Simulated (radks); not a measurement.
The numbers below are computed, except where a source is named.
The samarium anion Sm- inside a hard spherical wall (all orbitals vanish at R), configuration held at [Xe] 4f7 6s2 and not refilled when levels cross. Level of theory: scalar-relativistic Kohn-Sham, PBE, spin-polarised, spherical densities, finite nucleus; open shells are filled with parallel spins first (spin-orbit coupling, left out, can overturn this in heavy ions); Fermi nuclear charge, rms radius 5.0819 fm (a radial shooting solver on a logarithmic mesh with Libxc functionals). Eigenvalues in eV for spin up, with the zero of energy where the potential of the charges vanishes at infinity; a dash marks a level that is unbound or too diffuse for the functional's potential to be trusted. A positive occupied level is held by the wall or, in an anion where self-interaction has pushed it up, behind a barrier. The pressure on the wall is -dE/dV.

R (bohr) = 12: E (hartree) -10426.7012; kinetic (hartree) 11144.046; e(5s) -36.633; e(5p) -16.799; e(6s) 0.780; e(6p, empty) -; e(5d, empty) -; e(4f) 4.616; pressure (GPa) 0.111
R (bohr) = 10: E (hartree) -10426.6804; kinetic (hartree) 11144.095; e(5s) -35.550; e(5p) -15.757; e(6s) 1.423; e(6p, empty) -; e(5d, empty) -; e(4f) 5.732; pressure (GPa) 0.370
R (bohr) = 7: E (hartree) -10426.5585; kinetic (hartree) 11144.437; e(5s) -32.462; e(5p) -12.797; e(6s) 4.080; e(6p, empty) 7.239; e(5d, empty) 6.816; e(4f) 8.909; pressure (GPa) 4.28
R (bohr) = 6: E (hartree) -10426.4270; kinetic (hartree) 11144.811; e(5s) -30.641; e(5p) -11.085; e(6s) 6.399; e(6p, empty) 10.612; e(5d, empty) 8.751; e(4f) 10.832; pressure (GPa) 12.2
R (bohr) = 4: E (hartree) -10425.2585; kinetic (hartree) 11148.643; e(5s) -22.782; e(5p) -3.703; e(6s) 22.628; e(6p, empty) 32.590; e(5d, empty) 18.614; e(4f) 19.750; pressure (GPa) 221
R (bohr) = 3.5: E (hartree) -10424.1585; kinetic (hartree) 11152.458; e(5s) -18.052; e(5p) 1.045; e(6s) 35.450; e(6p, empty) 48.570; e(5d, empty) 25.225; e(4f) 25.485; pressure (GPa) 594
R (bohr) = 3: E (hartree) -10421.7662; kinetic (hartree) 11160.592; e(5s) -9.991; e(5p) 9.701; e(6s) 60.007; e(6p, empty) 77.619; e(5d, empty) 37.171; e(4f) 35.366; pressure (GPa) 1840
R (bohr) = 2.5: E (hartree) -10415.9502; kinetic (hartree) 11179.287; e(5s) 5.619; e(5p) 27.506; e(6s) 111.05; e(6p, empty) 135.21; e(5d, empty) 61.208; e(4f) 53.382; pressure (GPa) 6800
R (bohr) = 1.5: E (hartree) -10342.0761; kinetic (hartree) 11393.199; e(5s) 163.64; e(5p) 208.83; e(6s) 558.93; e(6p, empty) 608.56; e(5d, empty) 279.14; e(4f) 172.11; pressure (GPa) 228000
